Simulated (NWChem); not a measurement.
System meant: CAuFO; SMILES [O+]#[C-]->[Au][F]

Here is an NWChem input.

```
start job
memory heap 200 mb stack 900 mb global 1100 mb
geometry units angstroms noautoz
  Au     0.000031    -0.190860     0.000000
  F      0.000019    -2.104016     0.000000
  O      0.000011     2.802761     0.000000
  C      0.000026     1.669722     0.000000
end
basis spherical
  Au library def2-svp
  F library def2-svp
  O library def2-svp
  C library def2-svp
end
ecp
  Au library def2-ecp
end
dft
  odft
  mult 2
  xc b3lyp
  iterations 150
  mulliken
end
task dft energy
```

End of the output:

```
 Summary of "ao basis" -> "" (spherical)
 ------------------------------------------------------------------------------
       Tag                 Description            Shells   Functions and Types
 ---------------- ------------------------------  ------  ---------------------
 Au                         def2-svp                12       32   6s3p2d1f
 F                          def2-svp                 6       14   3s2p1d
 O                          def2-svp                 6       14   3s2p1d
 C                          def2-svp                 6       14   3s2p1d

                                 NWChem DFT Module
                                 -----------------

 Summary of "ao basis" -> "ao basis" (spherical)
 ------------------------------------------------------------------------------
       Tag                 Description            Shells   Functions and Types
 ---------------- ------------------------------  ------  ---------------------
 Au                         def2-svp                12       32   6s3p2d1f
 F                          def2-svp                 6       14   3s2p1d
 O                          def2-svp                 6       14   3s2p1d
 C                          def2-svp                 6       14   3s2p1d

      Symmetry analysis of basis
      --------------------------

        a1         30
        a2          0
        b1          6
        b2          6
        e          32

  number of electrons :                   42
  multiplicity        :                    2
 ------------------------------------------------------------------------
  no. of electrons and multiplicity not compatible                  42
 ------------------------------------------------------------------------
 ------------------------------------------------------------------------
  current input line :
    25: task dft energy
 ------------------------------------------------------------------------
 ------------------------------------------------------------------------
 There is an error in the input file
 ------------------------------------------------------------------------
 For more information see the NWChem manual at https://nwchemgit.github.io

0: no. of electrons and multiplicity not compatible:Received an Error in Communication
```

**Question.** What is wrong, and how is it mended?

**Answer.** The program refused the input. Cause: the multiplicity doesn't fit the number of electrons (an even count wants an odd multiplicity, and the reverse). This input runs:
```
start job
memory heap 200 mb stack 900 mb global 1100 mb
geometry units angstroms noautoz
  Au     0.000031    -0.190860     0.000000
  F      0.000019    -2.104016     0.000000
  O      0.000011     2.802761     0.000000
  C      0.000026     1.669722     0.000000
end
basis spherical
  * library def2-svp
end
ecp
  Au library def2-ecp
end
dft
  xc b3lyp
  iterations 150
  mulliken
end
task dft energy
```
It converges to -348.81257 Ha (B3LYP/def2-SVP with def2 effective core potentials on Au).
